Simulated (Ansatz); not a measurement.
C$_{4}$H$_{12}$O$_{4}$Sn, SMILES `C[O][Sn]([O]C)([O]C)[O]C`, 21 atoms. Charge 0, multiplicity 1. Correlated methods include outer-core shells of Sn, which these sets cover unevenly. Sn: def2 effective core potential. Hardware: A = 4 threads of an AMD EPYC 7R13 on a shared host and a share of an NVIDIA H100 80 GB; B = 4 threads of an AMD EPYC 7R13 on a shared host. Correlated methods freeze the cores.

(1) How many basis functions does each run have, and how long does it take in Ansatz? RKS B97M-V/def2-TZVPP energy [A]; RHF-MP2/def2-QZVPP energy [A]; direct RPA on PBE orbitals/def2-TZVPP energy [A]; RKS PBE-QIDH (frozen core)/def2-TZVPP energy [A]; RKS PBE0-D4/def2-TZVP relaxation (6 steps) [A]; RKS PBE0-D4/def2-QZVPP energy [A]; RKS ωB97M-V/def2-QZVPP energy [A]; RKS revPBE-D4/def2-TZVPP energy [A]; RKS PBE0-D4/def2-SVP energy [B]; RKS SPW92 (LDA)/def2-TZVPP energy [A]; RHF-CCSD(T)/def2-SVP energy [A]; RHF-CCSD(T)/def2-TZVPP energy [A]. (Estimate.)

## Answers

(1) Ansatz gave: Other jobs shared the machine, so times are rough.

| level | job | functions | wall time | peak host memory (GiB) |
| --- | --- | --- | --- | --- |
| RKS SPW92 (LDA)/def2-TZVPP | energy [A] | 466 | 2.1 s | 1 |
| RKS revPBE-D4/def2-TZVPP | energy [A] | 466 | 2.3 s | 1 |
| RHF-CCSD(T)/def2-SVP | energy [A] | 198 | 2.9 s | 1.1 |
| direct RPA on PBE orbitals/def2-TZVPP | energy [A] | 466 | 3.6 s | 2.3 |
| RKS PBE-QIDH (frozen core)/def2-TZVPP | energy [A] | 466 | 3.8 s | 2.3 |
| RKS PBE0-D4/def2-SVP | energy [B] | 198 | 4.1 s | 1.1 |
| RKS B97M-V/def2-TZVPP | energy [A] | 466 | 4.6 s | 1.2 |
| RKS PBE0-D4/def2-QZVPP | energy [A] | 898 | 4.9 s | 1.4 |
| RHF-MP2/def2-QZVPP | energy [A] | 898 | 6 s | 1.6 |
| RKS ωB97M-V/def2-QZVPP | energy [A] | 898 | 11 s | 1.6 |
| RKS PBE0-D4/def2-TZVP | relaxation (6 steps) [A] | 370 | 17 s | 1 |
| RHF-CCSD(T)/def2-TZVPP | energy [A] | 466 | 35 s | 1.1 |
